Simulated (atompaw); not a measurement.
# Reading a pseudo-wave (oxygen)

Columns: radius, all-electron u(r) and pseudo u(r) of the 2p shell (level -9.20 eV) of oxygen in the configuration [He] 2s2 2p4; LDA (PW92), scalar-relativistic, PAW (atompaw) scheme, atompaw 4.2.0.5.

```tsv
r (bohr)	all-electron	pseudo
0.052	0.0336	0.0071
0.104	0.1106	0.0280
0.156	0.2067	0.0619
0.208	0.3077	0.1076
0.260	0.4051	0.1631
0.312	0.4944	0.2264
0.363	0.5720	0.2937
0.415	0.6401	0.3652
0.467	0.6969	0.4371
0.519	0.7429	0.5070
0.571	0.7791	0.5727
0.623	0.8062	0.6323
0.675	0.8253	0.6844
0.727	0.8373	0.7278
0.779	0.8433	0.7621
0.831	0.8440	0.7870
0.883	0.8404	0.8028
0.935	0.8331	0.8103
0.987	0.8227	0.8104
1.038	0.8101	0.8044
1.090	0.7953	0.7934
1.142	0.7788	0.7786
1.194	0.7611	0.7614
1.246	0.7425	0.7427
1.298	0.7231	0.7232
1.350	0.7033	0.7033
```

Q: How many radial nodes do the two functions have?

A: The all-electron 2p function has n − l − 1 = 0; the pseudo-wave has 0.

Q: Where does each function peak?

A: Outermost all-electron maximum near 0.83 bohr, pseudo maximum near 0.99 bohr (to the table’s step).

Q: Is the pseudo-wave norm-conserving?

A: No, it belongs to a PAW set: the norm inside the radius is not constrained, and the difference is carried by the augmentation charge.
